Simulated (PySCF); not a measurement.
This PySCF input asks for the NMR shieldings of `[C@@H]1(B[SiH2]F)C[SiH2][SiH2]1`, C2H10BFSi3; the geometry comes from GFN2-xTB.

```python
import basis_set_exchange as bse
import numpy as np
from pyscf import gto, dft
from pyscf.prop import nmr

atoms = """
F    -1.425298   -0.078600    1.896460
Si   -2.301360   -0.593862    0.608448
B    -1.285524   -0.179674   -1.008909
C     0.238268   -0.218490   -1.033039
C     1.067977   -1.031485   -0.011311
Si    2.090483    0.339068    0.864041
Si    0.664884    1.635535   -0.437340
H    -3.569007    0.101805    0.869490
H    -2.535638   -2.002940    0.961405
H    -1.827450    0.208555   -1.981580
H     0.687275   -0.304253   -2.024938
H     0.418881   -1.552431    0.692192
H     1.655645   -1.801540   -0.511929
H     2.003903    0.346678    2.326008
H     3.520952    0.315085    0.515548
H     1.042298    2.455908   -1.601475
H    -0.453285    2.372672    0.165941
"""
names = dict.fromkeys(["F", "Si", "B", "C", "H"], "pcSseg-1")
basis = {el: gto.basis.parse(bse.get_basis(n, elements=[el], fmt="nwchem")) for el, n in names.items()}
mol = gto.M(atom=atoms, basis=basis, charge=0, verbose=0)
mf = dft.RKS(mol, xc="PBE0")
mf.grids.level = 2
mf.grids.alignment = dft.numint.BLKSIZE   # the property module wants whole blocks of grid points
mf.conv_tol = 1e-9
mf.kernel()

calc = nmr.RKS(mf)   # GIAO
C = mf.mo_coeff
Co = C[:, mf.mo_occ > 0]
resp = mf.gen_response(singlet=True, hermi=2)
def vind(x):   # induced exchange potential for any number of trial vectors
    d = np.einsum("pi,xij,qj->xpq", C, 2 * x.reshape(-1, C.shape[1], Co.shape[1]), Co, optimize=True)
    return np.einsum("xpq,pi,qj->xij", resp(d - d.transpose(0, 2, 1)), C, Co, optimize=True).ravel()
mo1, _ = nmr.rhf.solve_mo1(calc, with_cphf=vind)
sigma = calc.kernel(mo1)
for i, s in enumerate(sigma):   # ppm
    print("%2d %-2s %9.2f" % (i, mol.atom_pure_symbol(i), np.trace(s) / 3))
```

**Question.** What are the results?

**Answer.** 
```
 0 F     428.79
 1 Si    343.51
 2 B      28.15
 3 C     128.63
 4 C     169.60
 5 Si    413.46
 6 Si    420.16
 7 H      25.97
 8 H      25.86
 9 H      24.43
10 H      27.05
11 H      29.06
12 H      29.60
13 H      26.99
14 H      26.93
15 H      27.27
16 H      27.32
```

These numbers come from an equivalent density-fitted implementation of the same equations, which agrees with the script to about 0.01 ppm for H and up to a few tenths of a ppm for heavy atoms, so last digits may differ.

Size and cost of the density-fitted run: 190 basis functions, 110 s wall time on 1 thread of an Intel Xeon, shared host; peak memory 0.85 GiB.
